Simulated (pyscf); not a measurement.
Structures and frequencies: ωB97X-D3(BJ)/def2-SVP in PySCF. Correlated levels are frozen-core, on RHF or UHF. ΔMP2 is the change of the MP2 total energy from the triple- to the quadruple-zeta basis.

Problem. How much does it cost (ΔH, 298 K, CCSD(T)/def2-TZVPP + ΔMP2(QZVPP)) to split H₃Si–SiH₂–I (SMILES [SiH3][SiH2]I) at its I–Si bond into •H₂Si–SiH₃ + I•?

Solution. I–Si to •H₂Si–SiH₃ + I•: 79.0 kcal/mol. Other isomers of •H₂Si–SiH₃ were not searched in full and may lie lower. The CCSD(T) − MP2 part came from Ansatz, without density fitting, on the same reference. The frozen core leaves the outer d or s,p core shells of the metals and heavy elements correlated in the MP2 and CC values, and def2-TZVPP describes them poorly, which can shift differences by a few kcal/mol. Left out: the spin-orbit lowering of I, which is large for Br, Se, Te and I. Elements past Kr carry the def2 core potentials, without spin-orbit coupling.
